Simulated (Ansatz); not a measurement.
Born–Oppenheimer molecular dynamics of ClH$_{7}$OSiSn (11 atoms, charge 0, multiplicity 1). It starts at the highest image of a converged band, a first-order saddle point between two minima.

Method: RKS BLYP-D4/def2-SVP in Ansatz.

```
ensemble                      : NVE (velocity Verlet)
time step                     : 0.5 fs
steps asked                   : 200
starting velocities drawn for : 100 K
seed                          : 11552
```

First frame:

```xyz
11
Properties=species:S:1:pos:R:3
Sn 0.099 0.127 -0.172
H -0.959 0.744 1.553
Cl 2.257 -0.020 -1.293
H -0.819 1.127 -1.236
H -0.246 -1.537 0.133
O 1.143 1.234 1.418
Si 2.749 1.580 1.909
H 3.528 0.314 2.083
H 3.405 2.466 0.900
H 2.633 2.290 3.224
H 0.043 1.126 1.817
```

Problem. How far do the bonds stretch over the last three quarters of this one trajectory? (Pairs bonded in most of those frames.)

Solution. 
| bond | mean (Å) | spread (Å) | shortest | longest |
| --- | --- | --- | --- | --- |
| Sn1–Cl3 | 2.397 | 0.047 | 2.34 | 2.47 |
| Sn1–H4 | 1.728 | 0.013 | 1.71 | 1.75 |
| Sn1–H5 | 1.733 | 0.041 | 1.67 | 1.79 |
| Sn1–O6 | 2.041 | 0.106 | 1.92 | 2.21 |
| H2–H11 | 0.801 | 0.076 | 0.75 | 1.06 |
| O6–Si7 | 1.694 | 0.049 | 1.60 | 1.79 |
| Si7–H8 | 1.504 | 0.027 | 1.46 | 1.54 |
| Si7–H9 | 1.502 | 0.004 | 1.49 | 1.51 |
| Si7–H10 | 1.502 | 0.018 | 1.48 | 1.53 |

Mean temperature of the second half: 842 K. The conserved energy stayed within 0.039 meV per atom of its start (net change -0.0061 meV per atom), so the integration is sound. The kinetic energy rose, since the run started high on the potential surface and went downhill. It ends in pieces (ClH5OSiSn + H2), so much of that is their flight and rotation, not heat. A run of 0.1 ps of so small a system gives no equilibrium averages. The orbitals stay closed-shell, which can raise the energy where a bond breaks towards radicals; this wasn't checked here.

Time of the run: 3.5 min on 4 threads of Arm Neoverse V2 (shared host), peak memory 0.16 GiB.
